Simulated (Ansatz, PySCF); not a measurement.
Molecule: C₄H₇O, charge 0, multiplicity 2. It need not be the lowest isomer of its formula. 
Coordinates optimised at B3LYP-D3(BJ)/def2-TZVP (Ansatz, a first-principles code):
SMILES: CCC[C]=O
```xyz
12

C     -2.2454    -0.2823    -0.0667
C     -0.8416     0.3043    -0.1773
C      0.2314    -0.6887     0.2735
C      1.6488    -0.1685     0.1886
O      2.0227     0.8892    -0.1757
H     -2.3515    -1.1759    -0.6862
H     -2.9976     0.4382    -0.3918
H     -2.4775    -0.5632     0.9633
H     -0.7623     1.2111     0.4261
H     -0.6375     0.6043    -1.2074
H      0.0805    -1.0060     1.3102
H      0.2048    -1.6102    -0.3166
```
Charge 0, spin multiplicity 2.

Dipole moments at this geometry, in debye (magnitudes).

```csv
level,program,dipole (D)
PBE/def2-TZVPD,Ansatz,2.67
B97M-V/def2-TZVPD,Ansatz,2.69
B3LYP/def2-TZVPD,PySCF,2.75
PBE0/def2-TZVPD,Ansatz,___
TPSSh/def2-TZVPD,PySCF,2.71
r2SCANh/def2-TZVPD,Ansatz,2.77
r2SCAN0/def2-TZVPD,Ansatz,2.81
M06-2X/def2-TZVPD,PySCF,2.79
HSE06/def2-TZVPD,Ansatz,2.75
LC-wPBE/def2-TZVPD,Ansatz,2.77
wB97M-V/def2-TZVPD,Ansatz,2.74
wB97X-V/def2-TZVPD,Ansatz,2.76
CCSD(T)/aug-cc-pVDZ,Ansatz,___
```

Q: What belongs in the gaps?

A: 
- PBE0/def2-TZVPD, dipole (D): 2.76
- CCSD(T)/aug-cc-pVDZ, dipole (D): 2.57
